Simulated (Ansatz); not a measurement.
Cartesian coordinates in Å:
```
C 1.851 0.569 0.489
B 0.386 0.033 0.588
N -0.416 -0.147 -0.545
C -1.762 -0.581 -0.542
F -2.631 0.484 -0.737
H 1.958 1.481 1.086
H 2.186 0.790 -0.528
H 2.552 -0.150 0.928
H -0.108 -0.260 1.644
H -0.060 0.095 -1.458
H -1.961 -1.289 -1.351
H -1.995 -1.026 0.426
```

Charge 0, multiplicity 1.

List the PBE0/def2-TZVPP orbital energies in eV (the Gaussian-basis code of Ansatz). (An estimate is asked.)

Computed: Occupied: -673.49, -391.74, -280.97, -277.39, -184.22, -33.33, -25.54, -19.72, -18.82, -15.71, -14.45, -14.16, -13.06, -11.67, -11.16, -10.95, -10.13, -9.76, -9.02, -8.56. Lowest empty: 0.29, 1.03, 1.66, 1.92, 2.50, 3.12, 3.39, 3.47.
